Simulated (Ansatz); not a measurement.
`CN[SiH](F)S` + HI → `F[SiH](S)I` + CH₃NH₂ at 500 K and 1 bar (ligand exchange at the Si–N bond).

Calculated with Ansatz (gas phase, PBE0-D4/def2-TZVP geometries, no zero-point term in ΔE). CBS: MP2 limit from def2 TZ/QZ plus the TZ coupled-cluster correction, frozen cores. def2 core potentials past Kr. For I outer-core shells are correlated without core-valence functions, which leaves a few kJ/mol of doubt a bond. Each species was taken in one conformer, which may not be the lowest.

| species | CCSD(T)/CBS energy (Eh) | H − E (kJ/mol) | S (J/(mol·K)) |
| --- | --- | --- | --- |
| `CN[SiH](F)S` | -883.13617 | 250.8 | 428.9 |
| HI | -298.03592 | 28.6 | 221.6 |
| `F[SiH](S)I` | -1085.42501 | 96.7 | 393.6 |
| CH₃NH₂ | -95.75281 | 191.8 | 270.3 |

H − E and S are ideal-gas, rigid-rotor, harmonic terms from PBE0-D4/def2-TZVP, for one conformer and one mirror image of each species. 1 Eh = 2625.50 kJ/mol, R = 8.31446 J/(mol·K).

**Question.** By hand: ΔE, ΔH, ΔS and ΔG.

**Answer.** ΔE = (-1085.42501) + (-95.75281) − (-883.13617) − (-298.03592) = -0.00573 Eh = -15.0 kJ/mol. Δ(H − E) = 96.7 + 191.8 − 250.8 − 28.6 = 9.1, so ΔH = -5.9 kJ/mol. ΔS = 393.6 + 270.3 − 428.9 − 221.6 = 13.4 J/(mol·K). ΔG = -5.9 − 500 × (13.4)/1000 = -12.6 kJ/mol.

**Question.** By hand: the equilibrium constant, and the temperature at which ΔG would vanish if ΔH and ΔS stayed fixed.

**Answer.** log₁₀ K = −ΔG/(RT ln 10) = 1.3. ΔH and −TΔS have one sign here, so there is no such temperature. One of them is within its doubt of zero, so this could turn.

TΔS isn't small against ΔH here. A doubt of 5 kJ/mol in ΔE shifts log₁₀ K by 0.5 here. Other conformers and mirror images would add mixing entropy, several J/(mol·K) or more a flexible species. These are equilibria of isolated gas molecules and say nothing of rates. Largest T1 diagnostic: 0.011 (customary marks: 0.02 for closed shells, 0.045 for open ones).
